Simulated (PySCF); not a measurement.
Precursor series Zr OH-H. All species are isolated molecules in the gas phase. One relaxed conformer stands for each flexible species; it need not be the lowest.

Method: PBE-D3(BJ)/def2-TZVP // PBE-D3(BJ)/def2-SVP (PySCF). All candidates: neutral, multiplicity 1. 

```
Quantity          Value
-------------  --------
LUMO           -2.29 eV
HOMO–LUMO gap   4.01 eV
HOMO           -6.30 eV
```

Q: Name which member has these values.
(A) [Zr(OH)(H)3]
(B) [Zr(OH)2(H)2]
(C) [Zr(OH)3(H)]
(D) [Zr(H)4]

A: B, [Zr(OH)2(H)2]. The others give [Zr(OH)3(H)]: -1.08 eV, 5.15 eV, -6.23 eV; [Zr(OH)(H)3]: -2.73 eV, 3.97 eV, -6.70 eV; [Zr(H)4]: -3.52 eV, 3.69 eV, -7.20 eV
